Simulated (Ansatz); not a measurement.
Gas-phase electronic energies from Ansatz, PBE0-D4/def2-TZVP geometries. CBS: MP2 limit from def2 TZ/QZ plus the TZ coupled-cluster correction, frozen cores. This one scheme is used for every species. DFT in def2-TZVPP. Each species was taken in one conformer, which may not be the lowest.

Reaction (ligand exchange at the Si–C bond): `C#C[Si](F)(F)F` + CH₃OH → `CO[Si](F)(F)F` + acetylene

`C#C[Si](F)(F)F`:

```xyz
7

C     1.849    0.103   -0.672
C     0.720    0.040   -0.262
Si   -0.963   -0.054    0.350
F    -1.726    1.293    0.091
F    -0.979   -0.335    1.894
F    -1.752   -1.207   -0.365
H     2.851    0.159   -1.036
```

CH₃OH:

Cartesian coordinates in Å:
```
C 0.073 -0.313 -0.153
O -0.008 0.634 0.887
H 0.498 -1.222 0.275
H 0.727 0.017 -0.970
H -0.911 -0.561 -0.571
H -0.379 1.445 0.532
```

`CO[Si](F)(F)F`:

Cartesian coordinates in Å:
```
C 0.315 -1.189 0.666
O 0.589 -0.258 -0.366
Si -0.211 1.086 -0.684
F -1.722 0.812 -1.031
F 0.466 1.785 -1.911
F -0.202 2.085 0.532
H 1.059 -1.982 0.601
H -0.680 -1.624 0.545
H 0.386 -0.715 1.648
```

`C#C`:

Cartesian coordinates in Å:
```
C 0.510 0.179 -0.257
C -0.510 -0.179 0.257
H 1.416 0.498 -0.715
H -1.416 -0.498 0.715
```

```tsv
level	ΔE (kJ/mol)	difference from CCSD(T)/CBS
LDA (SPW92)	-72.1	5.1
BLYP-D4	-71.6	5.6
BHLYP-D4	-84.0	-6.8
ωB97X-V	-78.2	-1.0
BLYP	-69.4	7.8
MP2/def2-SVP	-73.2	4.0
CCSD/def2-SVP	-75.4	1.8
CCSD/def2-TZVPP	-79.8	-2.6
SCS-MP2/def2-QZVPP	-77.4	-0.2
MP2/CBS(def2)	-75.8	1.4
CCSD(T)/CBS	-77.2	0
```

What do rigid-rotor, harmonic-oscillator terms from PBE0-D4/def2-TZVP frequencies (298.15 K, 1 bar) make of the CCSD(T)/CBS value? (Best estimate.)

Ansatz gave: ΔZPE = -2.4 kJ/mol, ΔH = -78.8 kJ/mol, ΔS = -5 J/(mol·K), ΔG = -77.4 kJ/mol. Modes under 50 cm⁻¹ make the entropy rough.

Largest T1 diagnostic among the species: 0.013.

From r2SCAN to r2SCAN0 (25 % exact exchange), in def2-TZVPP and without D4, ΔE moves by −3.8 kJ/mol. In def2-TZVPP, CCSD(T) changes the Hartree–Fock value by +13.6 kJ/mol (the triples alone add +2.7 kJ/mol) and MP2 by +15.0 kJ/mol. Leaving LDA and LC-ωPBE aside and taking each functional with its dispersion term where it has one, the values, not all of them listed here, spread over 20.9 kJ/mol, from BHLYP-D4 to revPBE-D4. LDA lies −9.0 kJ/mol from PBE without D4.
